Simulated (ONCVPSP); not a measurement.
**Reading a pseudo-wave (lutetium)**

Columns: radius, all-electron u(r) and pseudo u(r) of the 5d shell (level -1.51 eV) of lutetium in the configuration [Kr] 4d10 4f14 5s2 5p6 5d1.5 6s1.5; PBE, scalar-relativistic, ONCV scheme, ONCVPSP 4.0.1.

| r (bohr) | all-electron | pseudo |
| --- | --- | --- |
| 0.175 | 0.0960 | 0.0021 |
| 0.350 | -0.2001 | 0.0164 |
| 0.525 | -0.1729 | 0.0517 |
| 0.700 | 0.0183 | 0.1117 |
| 0.875 | 0.2116 | 0.1935 |
| 1.050 | 0.3603 | 0.2890 |
| 1.225 | 0.4619 | 0.3872 |
| 1.400 | 0.5251 | 0.4761 |
| 1.575 | 0.5601 | 0.5466 |
| 1.750 | 0.5754 | 0.5931 |
| 1.925 | 0.5775 | 0.6150 |
| 2.100 | 0.5708 | 0.6154 |
| 2.275 | 0.5586 | 0.6001 |
| 2.450 | 0.5430 | 0.5754 |
| 2.625 | 0.5255 | 0.5471 |
| 2.800 | 0.5070 | 0.5191 |
| 2.975 | 0.4880 | 0.4934 |
| 3.150 | 0.4687 | 0.4704 |
| 3.325 | 0.4495 | 0.4497 |
| 3.500 | 0.4303 | 0.4303 |
| 3.675 | 0.4113 | 0.4113 |
| 3.850 | 0.3925 | 0.3925 |
| 4.025 | 0.3741 | 0.3741 |
| 4.200 | 0.3560 | 0.3560 |
| 4.375 | 0.3384 | 0.3384 |
| 4.550 | 0.3213 | 0.3213 |

Question: How many radial nodes do the two functions have?

Answer: The all-electron 5d function has n − l − 1 = 2; the pseudo-wave has 0, since the states of the same l below it are removed with the core.

Question: At about which radius was the pseudo-wave matched?

Answer: 3.50 bohr, where the columns begin to agree (steps of 0.17 bohr).

Question: Where does each function peak?

Answer: Outermost all-electron maximum near 1.93 bohr, pseudo maximum near 2.10 bohr (to the table’s step).

Question: Is the pseudo-wave norm-conserving?

Answer: Yes: the ONCV scheme keeps the norm inside the radius equal to the all-electron one, which fixes the energy derivative of the logarithmic derivative at the level.
